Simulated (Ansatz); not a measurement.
Relaxing a trial structure of C2HGaO−

The starting geometry of this gas-phase doublet was optimised with GFN2-xTB.

```tsv
atom	x (Å)	y (Å)	z (Å)
C	-0.8125	-1.6233	1.0629
C	0.4201	-1.1152	0.8891
Ga	-0.7032	0.0322	-0.2781
O	-1.6405	-2.4115	1.5474
H	1.2705	-1.5660	1.4284
```

Problem. Predict what becomes of its bonds when it is optimised with r2SCAN-D4/def2-SVPD.

Solution. A bond breaks, giving a structure given below by its coordinates. Contacts that open: C1–Ga3 (2.13 → 2.79 Å).

The energy falls by 0.22 eV over 10 steps:

| step | E − E(last) (eV) |
| --- | --- |
| 1 | 0.221 |
| 2 | 0.166 |
| 3 | 0.104 |
| 4 | 0.102 |
| 5 | 0.040 |
| 6 | 0.019 |
| 7 | 0.004 |
| 8 | 0.001 |
| 9 | 0.000 |
| 10 | 0.000 |

Final geometry (Å):

```yaml
atoms:
  - { symbol: C, position_ang: [-0.7836, -1.8982, 1.2948] }
  - { symbol: C, position_ang: [0.2438, -1.1856, 0.9119] }
  - { symbol: Ga, position_ang: [-0.4327, 0.2718, -0.4217] }
  - { symbol: O, position_ang: [-1.7604, -2.5124, 1.6067] }
  - { symbol: H, position_ang: [1.2674, -1.3595, 1.2579] }
```

No frequencies were run, so the end isn't proven a minimum. Open shells are spin-unrestricted. Run with Ansatz 0.2.0, 92 s on 2 threads of Arm Neoverse V1 (shared host).
